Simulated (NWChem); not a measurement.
# CdIBr; SMILES [Br][Cd][I]

```xyz
3

Cd     0.0000     0.0000     0.3890
Br     0.0000     0.0000     2.8167
I      0.0000     0.0000    -2.2124
```
Atoms are numbered in this order, from 1.

Program: NWChem. Geometry: optimised at PBE-D3(BJ)/def2-SVP. def2 effective core potentials on Cd, I; no spin-orbit coupling.

Task: Estimate the computed values for PW6B95/def2-TZVP. Quantities: highest occupied level (eV); orbital gap (eV); dipole (D).

Result: The highest occupied level (eV) is -7.92 and the orbital gap (eV) is 5.51. The dipole (D) is 0.66.
